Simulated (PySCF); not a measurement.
An excited-state job on `C[C@@H]1CCC[AsH]1`.

Method: TDDFT CAM-B3LYP/def2-SVPD, vertical, gas phase, core orbitals frozen in the response (PySCF 2.14.0, density-fitted response routines). Geometry: PBE0-D3(BJ)/def2-SVP. A driver script takes a list of jobs; this job's settings line and coordinates (Å) are shown.

Input:
```
{"job": {"kind": "uv", "xc": "CAM-B3LYP", "basis": "def2-SVPD", "ip": true}, "charge": 0, "multiplicity": 1}
C      2.157358     0.113478    -0.177763
C      0.758645    -0.100554     0.375673
C     -0.162913    -0.879290    -0.567901
C     -1.617713    -0.612804    -0.204173
C     -1.806597     0.898528    -0.150897
As    -0.202619     1.628130     0.763443
H      2.633671    -0.849851    -0.427111
H      2.810186     0.629781     0.542009
H      2.136358     0.719520    -1.098358
H      0.823451    -0.633383     1.337482
H      0.016013    -0.539094    -1.604707
H      0.076599    -1.956273    -0.549599
H     -1.836096    -1.048992     0.786338
H     -2.308718    -1.088404    -0.921031
H     -1.825124     1.329005    -1.165156
H     -2.727672     1.216092     0.358726
H     -0.664808     1.209886     2.159355
```

Problem. What does the run print?

Solution. 
```
coarse grid: 60424 points
cycle   1  E = -2432.5940466434  dE = -1.615e-01  |g| = 3.268e-01  |ddm| = 5.799e+00
cycle   2  E = -2432.6048583046  dE = -1.081e-02  |g| = 2.676e-01  |ddm| = 8.704e-01
cycle   3  E = -2432.6188672952  dE = -1.401e-02  |g| = 4.450e-02  |ddm| = 4.040e-01
cycle   4  E = -2432.6193571332  dE = -4.898e-04  |g| = 1.807e-02  |ddm| = 1.090e-01
cycle   5  E = -2432.6194454849  dE = -8.835e-05  |g| = 3.557e-03  |ddm| = 3.340e-02
cycle   6  E = -2432.6194489969  dE = -3.512e-06  |g| = 7.119e-04  |ddm| = 7.943e-03
final grid: 128208 points
cycle   7  E = -2432.6194176056  dE = -1.664e-07  |g| = 6.401e-04  |ddm| = 7.170e-03
cycle   8  E = -2432.6194176018  dE =  3.803e-09  |g| = 6.999e-04  |ddm| = 2.241e-03
cycle   9  E = -2432.6194177248  dE = -1.230e-07  |g| = 4.653e-05  |ddm| = 1.028e-03
cycle  10  E = -2432.6194177256  dE = -7.658e-10  |g| = 1.760e-05  |ddm| = 1.450e-04
converged SCF energy = -2432.6194177256

Static polarisability (au): isotropic 89.753, principal 77.348 94.538 97.372

Singlet excitations
state   eV       nm        f      main configurations
  1   6.0335    205.5   0.04100   H->L 0.77, H->L+1 0.09
  2   6.1553    201.4   0.08898   H->L+1 0.78, H->L 0.09
  3   6.9954    177.2   0.13505   H->L+4 0.43, H->L+2 0.19, H->L+5 0.16
  4   7.2941    170.0   0.00610   H-1->L 0.76
  5   7.4480    166.5   0.01507   H->L+2 0.52, H->L+4 0.24
  6   7.5694    163.8   0.03474   H->L+3 0.36, H-1->L+1 0.34, H->L+4 0.10
  7   7.8177    158.6   0.03463   H->L+5 0.36, H->L+3 0.18, H-2->L+1 0.16
  8   7.8823    157.3   0.09994   H-1->L+1 0.44, H->L+5 0.16, H->L+4 0.15
  9   8.1005    153.1   0.05431   H-2->L+1 0.59, H->L+5 0.09
 10   8.2273    150.7   0.06993   H-2->L 0.45, H->L+6 0.33

Triplet excitations (Tamm-Dancoff, eV): 5.1163 5.2191 6.4959 6.7954
Vertical ionisation energy (delta-SCF) = 8.8092 eV
```

The SCF starts on a coarse grid where the log names one; the energy can jump when the final grid takes over, and dE then counts from the start density on the new grid. H and L stand for HOMO and LUMO; the number after each pair is its weight.

Problem. How does the lowest singlet excitation compare with the HOMO–LUMO gap?

Solution. HOMO -8.01 eV and LUMO 1.12 eV give a gap of 9.13 eV; S1 at 6.03 eV lies 3.10 eV below it.

Problem. Which computed singlet has the largest oscillator strength, and what do all of them sum to?

Solution. State 3 at 7.00 eV (177 nm), f = 0.135; the 10 states sum to 0.580.

Summary of the converged run: HOMO -8.01 eV, LUMO 1.12 eV; lowest singlet 6.03 eV; lowest triplet 5.12 eV (Tamm–Dancoff); mean polarisability 89.8 au.

 The CAM-B3LYP/def2-SVPD calculation is non-relativistic and has no spin–orbit coupling, an omission that weighs most on arsenic.

Problem. How long does this job take on an x86-64 server with one thread, no GPU (shared host)?

Solution. About 72 s.

One conformer stands for the species.
Labels such as C1 count atoms from 1, the log's own numbers from 0.
